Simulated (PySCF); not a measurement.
**B (boron, neutral): UHF calculation**

Configuration: [He] 2s1 2p2, high-spin 4P determinant (an excited configuration). All numbers are calculated (PySCF 2.14, scalar relativity by spin-free X2C-1e, in aug-cc-pCVTZ-DK with one added diffuse shell each of s, p, d, f type (8s7p5d3f, 75 functions)).

- Total energy: -24.457996 hartree
- One-electron energy: -32.1980 hartree
- Hartree (Coulomb) energy: 11.6305 hartree
- Exchange energy: -3.8905 hartree
- ⟨S²⟩: 3.7500
- ⟨L²⟩: 2.013
- Sum of ⟨r⟩: 6.776 bohr
- Sum of ⟨r²⟩: 15.75 bohr²
- Traceless quadrupole moment −½Σ⟨3z² − r²⟩ along its main axis: 2.45 e·bohr²
- Langevin diamagnetic susceptibility: -12.5 ×10⁻⁶ cm³/mol

```csv
shell,electrons,mean orbital energy (eV),"rms radius, mean of both spins (bohr)"
1s α,1,-209.98,0.379
1s β,1,-208.01,0.379
2s α,1,-17.538,2.08
2p α,2,-9.695,2.36
```

Spin-orbit constants ζ (cm⁻¹) from the X2C one-electron operator on these orbitals: bare nucleus, nucleus screened by l(l+1)(2l+1)/3 electrons, and screened by the Breit-Pauli mean field of the electrons.

| shell | bare | screened nucleus | mean field |
| --- | --- | --- | --- |
| 2p | 23.58 | 14.15 | 10.41 |

To first order the Landé constant is A = 3.471 cm⁻¹, so the lowest level has J = 1/2 and lies 0.00108 eV below the centre of the term. This holds in LS coupling only.
